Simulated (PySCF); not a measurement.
# C5H8OSi: core ionisation energies

C₅H₈OSi.
Geometry (PBE0-D3(BJ)/def2-SVP, Å), atoms numbered from 1 in this order:
```xyz
15
C5H8OSi angstrom
C     -2.538    0.328   -0.329
O     -1.609   -0.679   -0.024
C     -0.321   -0.328    0.033
C      0.233    0.897   -0.160
C      1.699    0.941   -0.021
C      2.367   -0.197    0.279
Si     1.088   -1.541    0.425
H     -3.531   -0.139   -0.338
H     -2.518    1.132    0.428
H     -2.334    0.773   -1.319
H     -0.324    1.806   -0.400
H      2.209    1.901   -0.166
H      3.452   -0.224    0.394
H      0.943   -2.148    1.782
H      1.186   -2.640   -0.582
```

Level of theory: PySCF 2.14.0, delta-SCF UKS SCAN, pcX-2 on the ionised atom, pcseg-1 elsewhere, spin-free X2C. Binding energies are ΔSCF values: E(core-ionised, relaxed orbitals) − E(ground state) at a fixed geometry, referred to the vacuum level.

Task: Give the core binding energies atom by atom.

Result: 
```csv
atom(s),bonded to,level,binding energy (eV),2p1/2 (eV),above the level's lowest (eV),count
Si7,2 C and 2 H,Si 2p3/2,106.48,107.10,0.00,1
C6,"C (double bond), H and Si",C 1s,289.11,–,0.00,1
C4,"C (double bond), C and H",C 1s,289.91,–,+0.80,1
C5,"C (double bond), C and H",C 1s,290.41,–,+1.30,1
C3,"O, C (double bond) and Si",C 1s,291.08,–,+1.97,1
C1,O and 3 H,C 1s,292.42,–,+3.31,1
O2,2 C,O 1s,538.99,–,0.00,1
Si7,2 C and 2 H,Si 1s,1846.24,–,0.00,1
```

Lowest listed C 1s: C6, bonded to C (double bond), H and Si. Highest, 3.31 eV above it: C1, bonded to O and 3 H.

Task: Which effective nuclear charge Zeff reproduces each element's mean 1s value in the hydrogen-like formula E = 13.606 eV × Zeff²?

Result: C (Z = 6): mean 290.6 eV, Zeff = 4.62, Z − Zeff = 1.38; O (Z = 8): mean 539.0 eV, Zeff = 6.29, Z − Zeff = 1.71; Si (Z = 14): mean 1846.2 eV, Zeff = 11.65, Z − Zeff = 2.35. Means run over the listed sites, weighted by atom count.

Task: Which photon wavelength matches the C 1s of C1 threshold?

Result: λ = hc/E = 12398.42 eV Å / 292.42 eV = 42.399 Å.

Spin contamination (⟨S²⟩ against 0.75 for a pure doublet) is marked for C 1s of C3 (0.95) and C 1s of C5 (0.94), which makes these values less certain. 2p3/2 and 2p1/2 are the ΔSCF energy of one spin-free 2p hole plus the eigenvalues of a spin–orbit and ligand-field matrix of the shell. 2p1/2 minus 2p3/2 (ligand field included): Si 0.62 eV. One conformer (not necessarily the lowest) at the PBE0-D3(BJ)/def2-SVP geometry, without solvent, vibrations or thermal averaging.

Hardware: one thread of an Intel Xeon at 2.50 GHz, on a shared host. Cost: 4.2 min wall, 3.7 min CPU, 0.62 GiB resident at most.
